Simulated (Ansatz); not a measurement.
C$_{2}$H$_{9}$GaS (`[CH3][GaH-]([CH3])[SH2+]`), charge 0, multiplicity 1.

(1) Give a relaxed structure at PBE0-D4/def2-TZVP (the Gaussian-basis code of Ansatz). (Estimate.)

## Answers

(1) Ansatz gave: 
```xyz
13

C    -0.811   -1.467   -0.582
Ga    0.029   -0.240    0.735
C     1.909    0.333    0.465
S    -1.114    2.022   -0.078
H    -1.901   -1.462   -0.518
H    -0.521   -1.223   -1.608
H    -0.481   -2.492   -0.389
H    -0.611   -0.130    2.181
H     2.582   -0.458    0.808
H     2.134    0.515   -0.589
H     2.149    1.234    1.034
H    -0.992    1.818   -1.400
H    -2.372    1.552   -0.059
```
This is one stationary point; other conformers may exist.
